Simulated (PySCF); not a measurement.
Molfile (atoms numbered from 1):
```
C8H18O
     RDKit          3D

 27 26  0  0  0  0  0  0  0  0999 V2000
   -2.7395    1.0630   -1.9301 C   0  0  0  0  0  0  0  0  0  0  0  0
   -3.2445    0.1786   -0.8036 C   0  0  0  0  0  0  0  0  0  0  0  0
   -2.2154   -0.0453    0.2945 C   0  0  1  0  0  0  0  0  0  0  0  0
   -2.7670   -0.8744    1.4444 C   0  0  0  0  0  0  0  0  0  0  0  0
   -1.1044   -0.6870   -0.2924 O   0  0  0  0  0  0  0  0  0  0  0  0
    0.1429   -0.4774    0.3349 C   0  0  1  0  0  0  0  0  0  0  0  0
    0.9752   -1.7203    0.0909 C   0  0  0  0  0  0  0  0  0  0  0  0
    0.7935    0.8004   -0.1923 C   0  0  0  0  0  0  0  0  0  0  0  0
    2.0558    1.2146    0.5468 C   0  0  0  0  0  0  0  0  0  0  0  0
   -1.8322    0.6301   -2.3752 H   0  0  0  0  0  0  0  0  0  0  0  0
   -2.4856    2.0714   -1.5644 H   0  0  0  0  0  0  0  0  0  0  0  0
   -3.4932    1.1761   -2.7237 H   0  0  0  0  0  0  0  0  0  0  0  0
   -3.5321   -0.8105   -1.2002 H   0  0  0  0  0  0  0  0  0  0  0  0
   -4.1518    0.6101   -0.3486 H   0  0  0  0  0  0  0  0  0  0  0  0
   -1.9070    0.9478    0.6841 H   0  0  0  0  0  0  0  0  0  0  0  0
   -3.6157   -0.3681    1.9289 H   0  0  0  0  0  0  0  0  0  0  0  0
   -3.1080   -1.8526    1.0720 H   0  0  0  0  0  0  0  0  0  0  0  0
   -1.9985   -1.0517    2.2120 H   0  0  0  0  0  0  0  0  0  0  0  0
   -0.0058   -0.3633    1.4291 H   0  0  0  0  0  0  0  0  0  0  0  0
    1.9636   -1.6469    0.5667 H   0  0  0  0  0  0  0  0  0  0  0  0
    1.1174   -1.8689   -0.9908 H   0  0  0  0  0  0  0  0  0  0  0  0
    0.4599   -2.6051    0.4910 H   0  0  0  0  0  0  0  0  0  0  0  0
    0.9993    0.6609   -1.2675 H   0  0  0  0  0  0  0  0  0  0  0  0
    0.0492    1.6118   -0.1279 H   0  0  0  0  0  0  0  0  0  0  0  0
    1.8656    1.3368    1.6258 H   0  0  0  0  0  0  0  0  0  0  0  0
    2.8621    0.4732    0.4363 H   0  0  0  0  0  0  0  0  0  0  0  0
    2.4413    2.1736    0.1700 H   0  0  0  0  0  0  0  0  0  0  0  0
  1  2  1  0
  2  3  1  0
  3  4  1  0
  3  5  1  0
  5  6  1  0
  6  7  1  0
  6  8  1  0
  8  9  1  0
  1 10  1  0
  1 11  1  0
  1 12  1  0
  2 13  1  0
  2 14  1  0
  3 15  1  1
  4 16  1  0
  4 17  1  0
  4 18  1  0
  6 19  1  1
  7 20  1  0
  7 21  1  0
  7 22  1  0
  8 23  1  0
  8 24  1  0
  9 25  1  0
  9 26  1  0
  9 27  1  0
M  END
```

Geometry: PBE0-D3(BJ)/def2-SVP; GIAO absolute shieldings from PySCF 2.14, gas phase, non-relativistic, averaged over equivalent atoms.

At B3LYP/pcSseg-1 (243 basis functions, 56 s wall time on 1 thread of an x86-64 server CPU, shared host):
```json
{"atoms": "C3/C6", "σ (ppm)": "103.2"}
{"atoms": "C2/C8", "σ (ppm)": "146.0"}
{"atoms": "C4/C7", "σ (ppm)": "157.4"}
{"atoms": "C1/C9", "σ (ppm)": "165.8"}
{"atoms": "O5", "σ (ppm)": "237.2"}
{"atoms": "H15/H19", "σ (ppm)": "28.51"}
{"atoms": "H13/H24", "σ (ppm)": "29.93"}
{"atoms": "H16/H17/H18/H20/H21/H22", "σ (ppm)": "30.31"}
{"atoms": "H14/H23", "σ (ppm)": "30.33"}
{"atoms": "H10/H11/H12/H25/H26/H27", "σ (ppm)": "30.43"}
```

Task: Estimate the result of repeating the calculation with PBE0/pcSseg-1.

Result: 
| atoms | σ at PBE0/pcSseg-1 | change |
| --- | --- | --- |
| C3/C6 | 110.5 | +7.3 |
| C2/C8 | 152.7 | +6.7 |
| C4/C7 | 163.2 | +5.8 |
| C1/C9 | 171.6 | +5.8 |
| O5 | 245.4 | +8.2 |
| H15/H19 | 28.42 | -0.09 |
| H13/H24 | 29.84 | -0.09 |
| H16/H17/H18/H20/H21/H22 | 30.21 | -0.10 |
| H14/H23 | 30.24 | -0.09 |
| H10/H11/H12/H25/H26/H27 | 30.35 | -0.08 |

The largest change is at O5 (ether oxygen). Cost: 243 basis functions, 65 s wall time on 1 thread of an x86-64 server CPU, shared host. The order of the carbon signals is the same at both levels.
